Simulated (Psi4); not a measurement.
H2N (SMILES [NH2]), doublet, geometry from GFN2-xTB; BLYP/6-31G** in Psi4 1.11.

Psi4 was given this input:
```
memory 2 GB

molecule mol {
0 2
  N     0.006696    0.124713    0.034303
  H    -0.852150   -0.390821   -0.124342
  H     0.805275   -0.482171   -0.115779
}

set basis 6-31g**
set reference uks
set damping_percentage 50

energy('blyp')
print_variables()
```

Output, abridged:

```
   => Loading Basis Set <=

    Name: 6-31G**
    Role: ORBITAL
    Keyword: BASIS

         ---------------------------------------------------------
                                   SCF
               by Justin Turney, Rob Parrish, Andy Simmonett
                          and Daniel G. A. Smith
                              UKS Reference
         ---------------------------------------------------------

  ==> Geometry <==

    Molecular point group: cs
    Full point group: Cs

    Geometry (in Angstrom), charge = 0, multiplicity = 2:

       Center              X                  Y                   Z               Mass
    ------------   -----------------  -----------------  -----------------  -----------------
         N            0.073239977739    -0.003792448910     0.000000000000    14.003074004430
         H           -0.465890559776     0.855217595511     0.000000000000     1.007825032230
         H           -0.551731344385    -0.802523981995     0.000000000000     1.007825032230

  Running in cs symmetry.

  Rotational constants: A =     28.16443  B =     12.14073  C =      8.48370 [cm^-1]
  Rotational constants: A = 844348.45915  B = 363969.88895  C = 254334.80787 [MHz]
  Nuclear repulsion =    7.623687803285048

  Charge       = 0
  Multiplicity = 2
  Electrons    = 9
  Nalpha       = 5
  Nbeta        = 4

  ==> Algorithm <==

  SCF Algorithm Type is DF.
  DIIS enabled.
  MOM disabled.
  Fractional occupation disabled.
  Guess Type is SAD.
  Energy threshold   = 1.00e-06
  Density threshold  = 1.00e-06
  Integral threshold = 1.00e-12

  ==> Primary Basis <==

  Basis Set: 6-31G**
    Blend: 6-31G**
    Number of shells: 12
    Number of basis functions: 25
    Number of Cartesian functions: 25
    Spherical Harmonics?: false
    Max angular momentum: 2

  ==> DFT Potential <==

   => LibXC <=

    Version 7.1.2
    S. Lehtola, C. Steigemann, M. J. T. Oliveira, and M. A. L. Marques,  SoftwareX 7, 1–5 (2018) (10.1016/j.softx.2017.11.002)

   => Composite Functional: BLYP <=

    BLYP GGA Exchange-Correlation Functional

    P.J. Stephens et. al., J. Phys. Chem., 98, 11623-11627, 1994
    B. Miehlich et. al., Chem. Phys. Lett., 157(3), 200-206 1989

    Deriv               =              1
    GGA                 =           TRUE
    Meta                =          FALSE

    Exchange Hybrid     =          FALSE
    MP2 Hybrid          =          FALSE

   => Exchange Functionals <=

    1.0000     XC_GGA_X_B88

   => Correlation Functionals <=

    1.0000     XC_GGA_C_LYP

   => LibXC Density Thresholds  <==

    XC_GGA_C_LYP:  1.00E-14
    XC_GGA_X_B88:  1.00E-15

   => Molecular Quadrature <=

    Radial Scheme          =       TREUTLER
    Pruning Scheme         =           NONE
    Nuclear Scheme         =       TREUTLER

    Blocking Scheme        =         OCTREE
    BS radius alpha        =              1
    Pruning alpha          =              1
    Radial Points          =             75
    Spherical Points       =            302
    Total Points           =          65693
    Total Blocks           =            548
    Max Points             =            256
    Max Functions          =             25
    Weights Tolerance      =       1.00E-15

   => Loading Basis Set <=

    Name: (6-31G** AUX)
    Role: JKFIT
    Keyword: DF_BASIS_SCF

  ==> Integral Setup <==

  SCF_SUBTYPE=INCORE selected. In-core MEM_DF algorithm will be used.
  Using in-core AOs.

  ==> MemDFJK: Density-Fitted J/K Matrices <==

    J tasked:                   Yes
    K tasked:                    No
    wK tasked:                   No
    Algorithm:                 Core
    Schwarz Cutoff:           1E-12
    Mask sparsity (%):       0.0000
    Fitting Condition:        1E-10

   => Auxiliary Basis Set <=

  Basis Set: (6-31G** AUX)
    Blend: CC-PVDZ-JKFIT
    Number of shells: 42
    Number of basis functions: 131
    Number of Cartesian functions: 131
    Spherical Harmonics?: false
    Max angular momentum: 3

  Minimum eigenvalue in the overlap matrix is 2.8201444932E-02.
  Reciprocal condition number of the overlap matrix is 5.8699419908E-03.
    Using symmetric orthogonalization.

  ==> Pre-Iterations <==

  SCF Guess: Superposition of Atomic Densities via on-the-fly atomic UHF (no occupation information).

   -------------------------
    Irrep   Nso     Nmo
   -------------------------
     A'        19      19
     A"         6       6
   -------------------------
    Total      25      25
   -------------------------

  ==> Iterations <==

                           Total Energy        Delta E     RMS |[F,P]|

   @DF-UKS iter SAD:   -55.50474475983609   -5.55047e+01   0.00000e+00
   @DF-UKS iter   1:   -55.71957115287267   -2.14826e-01   2.70238e-02 ADIIS/DIIS
   @DF-UKS iter   2:   -55.56517600025245    1.54395e-01   3.80846e-02 ADIIS/DIIS/DAMP=50%
   @DF-UKS iter   3:   -54.95004031234094    6.15136e-01   6.80085e-03 ADIIS/DIIS/DAMP=50%
   @DF-UKS iter   4:   -55.62544546904934   -6.75405e-01   1.41530e-02 ADIIS/DIIS/DAMP=50%
   @DF-UKS iter   5:   -55.58677225687970    3.86732e-02   7.57032e-03 ADIIS/DIIS/DAMP=50%
   @DF-UKS iter   6:   -55.66469825407717   -7.79260e-02   4.77013e-03 ADIIS/DIIS/DAMP=50%
   @DF-UKS iter   7:   -55.74482318109304   -8.01249e-02   3.72202e-03 ADIIS/DIIS/DAMP=50%
   @DF-UKS iter   8:   -55.76518794470357   -2.03648e-02   2.08045e-03 ADIIS/DIIS/DAMP=50%
   @DF-UKS iter   9:   -55.80465856229404   -3.94706e-02   1.65612e-03 ADIIS/DIIS/DAMP=50%
   @DF-UKS iter  10:   -55.81388091001587   -9.22235e-03   9.12401e-04 ADIIS/DIIS/DAMP=50%
   @DF-UKS iter  11:   -55.82775053049278   -1.38696e-02   5.60983e-04 ADIIS/DIIS/DAMP=50%
   @DF-UKS iter  12:   -55.83770344147579   -9.95291e-03   3.73477e-04 ADIIS/DIIS/DAMP=50%
   @DF-UKS iter  13:   -55.84332423674439   -5.62080e-03   2.41236e-04 ADIIS/DIIS/DAMP=50%
   @DF-UKS iter  14:   -55.84566989475445   -2.34566e-03   1.05367e-04 ADIIS/DIIS/DAMP=50%
   @DF-UKS iter  15:   -55.85002152083914   -4.35163e-03   1.06641e-04 ADIIS/DIIS/DAMP=50%
   @DF-UKS iter  16:   -55.84986286937170    1.58651e-04   2.57790e-05 DIIS/DAMP=50%
   @DF-UKS iter  17:   -55.85257568820841   -2.71282e-03   5.82940e-05 DIIS/DAMP=50%
   @DF-UKS iter  18:   -55.85191647159154    6.59217e-04   1.69385e-05 DIIS/DAMP=50%
   @DF-UKS iter  19:   -55.85278149579757   -8.65024e-04   2.22196e-05 DIIS/DAMP=50%
   @DF-UKS iter  20:   -55.85290859897137   -1.27103e-04   1.76867e-05 DIIS/DAMP=50%
   @DF-UKS iter  21:   -55.85298068083940   -7.20819e-05   1.39071e-05 DIIS/DAMP=50%
   @DF-UKS iter  22:   -55.85301084277332   -3.01619e-05   1.00828e-05 DIIS/DAMP=50%
   @DF-UKS iter  23:   -55.85302950180373   -1.86590e-05   6.49883e-06 DIIS/DAMP=50%
   @DF-UKS iter  24:   -55.85307278544945   -4.32836e-05   4.35035e-06 DIIS/DAMP=50%
   @DF-UKS iter  25:   -55.85308450087948   -1.17154e-05   1.93205e-06 DIIS/DAMP=50%
   @DF-UKS iter  26:   -55.85314889658775   -6.43957e-05   1.93256e-06 DIIS/DAMP=50%
   @DF-UKS iter  27:   -55.85316772426536   -1.88277e-05   1.59002e-06 DIIS/DAMP=50%
   @DF-UKS iter  28:   -55.85317000191163   -2.27765e-06   1.01569e-06 DIIS/DAMP=50%
   @DF-UKS iter  29:   -55.85317713947363   -7.13756e-06   6.91474e-07 DIIS/DAMP=50%
   @DF-UKS iter  30:   -55.85318910525277   -1.19658e-05   7.32257e-07 DIIS/DAMP=50%
   @DF-UKS iter  31:   -55.85318488508604    4.22017e-06   3.94621e-07 DIIS/DAMP=50%
   @DF-UKS iter  32:   -55.85318900252460   -4.11744e-06   2.97352e-07 DIIS/DAMP=50%
   @DF-UKS iter  33:   -55.85319020034747   -1.19782e-06   1.77873e-07 DIIS/DAMP=50%
   @DF-UKS iter  34:   -55.85319292012661   -2.71978e-06   1.48462e-07 DIIS/DAMP=50%
   @DF-UKS iter  35:   -55.85319272974606    1.90381e-07   6.43988e-08 DIIS/DAMP=50%
  Energy and wave function converged.

  ==> Post-Iterations <==

   Electrons on quadrature grid:
      Nalpha   =    5.0000000014 ; deviation = 1.399e-09
      Nbeta    =    3.9999999842 ; deviation = -1.584e-08
      Ntotal   =    8.9999999856 ; deviation = -1.444e-08

   @Spin Contamination Metric:   2.179327906E-03
   @S^2 Expected:                7.500000000E-01
   @S^2 Observed:                7.521793279E-01
   @S   Expected:                5.000000000E-01
   @S   Observed:                5.000000000E-01

    Orbital Energies [Eh]
    ---------------------

    Alpha Occupied:

[...]
    Alpha Virtual:

[...]
    Beta Occupied:

[...]
       4Ap    -0.226289

    Beta Virtual:

[...]
    Final Occupation by Irrep:
             Ap   App
    DOCC [     4,    0 ]
    SOCC [     0,    1 ]
    NA   [     4,    1 ]
    NB   [     4,    0 ]

  @DF-UKS Final Energy:   -55.85319272974606

   => Energetics <=

    Nuclear Repulsion Energy =              7.6236878032850477
    One-Electron Energy =                 -90.3796778582448468
    Two-Electron Energy =                  34.4924033809184394
    DFT Exchange-Correlation Energy =      -7.5896060557046967
    Empirical Dispersion Energy =           0.0000000000000000
    VV10 Nonlocal Energy =                  0.0000000000000000
    Total Energy =                        -55.8531927297460555

  UHF NO Occupations:
  HONO-2 :    3 Ap 1.9997518
  HONO-1 :    4 Ap 1.9992652
  HONO-0 :    1App 1.0000000
  LUNO+0 :    5 Ap 0.0007348
  LUNO+1 :    6 Ap 0.0002482
  LUNO+2 :    7 Ap 0.0001068
  LUNO+3 :    8 Ap 0.0000002

Computation Completed

Properties will be evaluated at   0.000000,   0.000000,   0.000000 [a0]

Properties computed using the SCF density matrix

 Multipole Moments:

 ------------------------------------------------------------------------------------
     Multipole            Electronic (a.u.)      Nuclear  (a.u.)        Total (a.u.)
 ------------------------------------------------------------------------------------

 L = 1.  Multiply by 2.5417464519 to convert [e a0] to [Debye]
 Dipole X            :          0.2281990           -0.9542022           -0.7260032
 Dipole Y            :         -0.0118160            0.0494097            0.0375936
 Dipole Z            :          0.0000000            0.0000000            0.0000000
 Magnitude           :                                                    0.7269759

 ------------------------------------------------------------------------------------

  Variable Map:
  ----------------------------------------------------------------------------
[...]
  Array Variable Map:
  ----------------------------------------------------------------------------
[...]
[...]
```
